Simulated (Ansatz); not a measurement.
PBE exchange is replaced step by step with exact exchange (0 % is PBE, 25 % PBE0; no dispersion term), basis def2-TZVP, Ansatz. System: TiS2. Charge 0, multiplicity 1. Geometry: PBE0-D4/def2-TZVP, each spin state at its own.

Geometry of the singlet:

```xyz
3

Ti    0.6281   -0.3237   -0.2703
S     0.1081    1.6376   -0.6526
S    -0.7362   -1.3138    0.9229
```

The structure comes from a short search, and lower isomers may exist.

```json
{"exact exchange (%)": "0", "HOMO (eV)": "-5.59", "LUMO (eV)": "-4.16", "gap (eV)": "1.42", "triplet − singlet (kJ/mol)": "102.8", "quintet − singlet (kJ/mol)": "336.9"}
{"exact exchange (%)": "5", "HOMO (eV)": "-5.80", "LUMO (eV)": "-3.97", "gap (eV)": "1.83", "triplet − singlet (kJ/mol)": "99.9", "quintet − singlet (kJ/mol)": "320.3"}
{"exact exchange (%)": "10", "HOMO (eV)": "-6.02", "LUMO (eV)": "-3.78", "gap (eV)": "2.24", "triplet − singlet (kJ/mol)": "96.4", "quintet − singlet (kJ/mol)": "302.4"}
{"exact exchange (%)": "15", "HOMO (eV)": "-6.23", "LUMO (eV)": "-3.59", "gap (eV)": "2.64", "triplet − singlet (kJ/mol)": "92.5", "quintet − singlet (kJ/mol)": "283.6"}
{"exact exchange (%)": "35", "HOMO (eV)": "-7.11", "LUMO (eV)": "-2.89", "gap (eV)": "4.22", "triplet − singlet (kJ/mol)": "72.4", "quintet − singlet (kJ/mol)": "204.2"}
{"exact exchange (%)": "50", "HOMO (eV)": "-7.79", "LUMO (eV)": "-2.43", "gap (eV)": "5.36", "triplet − singlet (kJ/mol)": "53.6", "quintet − singlet (kJ/mol)": "142.8"}
```

**Question.** Estimate the row for 25 %.

**Answer.** 
```csv
exact exchange (%),HOMO (eV),LUMO (eV),gap (eV),triplet − singlet (kJ/mol),quintet − singlet (kJ/mol)
25,-6.67,-3.23,3.44,83.2,244.5
```
